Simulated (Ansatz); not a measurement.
**Cost against result**

Saddle point of SiNH3Cl4, closed shell (SiCl₄ ([Cl][Si]([Cl])([Cl])[Cl]) + NH₃ → SiNH₂Cl₃ ([NH2][Si]([Cl])([Cl])[Cl]) + HCl; bonds formed: Cl2–H6; dative contacts that become bonds: Si1–N7; bonds broken: Si1–Cl2, H6–N7), PBE0-D4/def2-TZVP structure:

```
atom    x (Å)    y (Å)    z (Å)
 Si1  -0.7098  -0.4555  -0.1564
 Cl2   1.3869   0.2038  -2.0003
 Cl3  -0.1745  -2.3475  -0.5640
 Cl4  -1.9000  -0.6404   1.5248
 Cl5  -1.8611   0.5799  -1.4354
  H6   1.2690   0.6420  -0.2968
  N7   0.6242   0.5398   0.6064
  H8   0.2829   1.4331   0.9538
  H9   1.0824   0.0445   1.3680
```

Barriers are electronic and count from the start structure reached by relaxing down the imaginary mode.

Computed with Ansatz 0.2.0 (basis: as named in each row); correlated methods freeze the cores. B3LYP uses VWN-RPA correlation. Extrapolation: Hartree–Fock as exp(−7.88 √X), correlation as X^−2.97.

Times are rough, for one single point on 8 threads of a shared host (Intel Xeon).

The estimate by CCSD(T) at an estimated basis limit (MP2 extrapolated from triple and quadruple zeta, plus CCSD(T) − MP2 in triple zeta) is 22.11 kcal/mol.

```csv
method,basis,time (s),barrier (kcal/mol),method less estimate
HF,STO-3G,under 1,37.68,15.57
PBE-D4,STO-3G,2,26.37,4.26
SPW92,def2-SVP,2,20.96,-1.16
PBE-D4,def2-SVP,2,21.96,-0.15
B3LYP-D4,6-31G,3,20.60,-1.51
PBE0-D4,def2-SVP,4,23.96,1.85
wB97M-V,def2-SVP,8,25.38,3.26
SPW92,def2-TZVPP,8,17.88,-4.24
PBE-D4,def2-TZVPP,8,18.98,-3.13
BLYP-D4,def2-TZVPP,8,18.02,-4.10
BHLYP-D4,def2-TZVPP,10,21.03,-1.08
CCSD(T),def2-SVP,11,28.11,6.00
r2SCAN-D4,def2-TZVPP,11,19.98,-2.13
PBE0-D4,def2-TZVPP,11,20.55,-1.57
B3LYP-D4,def2-TZVPP,11,19.30,-2.81
CAM-B3LYP-D4,def2-TZVPP,11,20.06,-2.06
r2SCAN0-D4,def2-TZVPP,12,21.02,-1.09
RPA on PBE,def2-TZVPP,14,22.99,0.87
B97M-V,def2-TZVPP,15,22.32,0.21
PBE-QIDH,def2-TZVPP,16,22.22,0.11
wB97X-V,def2-TZVPP,17,22.08,-0.03
B2PLYP,def2-TZVPP,18,20.64,-1.48
wB97M-V,def2-TZVPP,19,21.89,-0.22
MP2,def2-QZVPP,43,22.39,0.28
CCSD(T),def2-TZVPP,230,22.62,0.51
```

All methods are single points on the PBE0-D4 structures.

T1 diagnostic: at most 0.010.

The step is the kind of exchange with an N–H group that builds nitride films in atomic layer and chemical vapour deposition.

Labels in which every atom is bracketed show which atoms are joined, not bond orders.
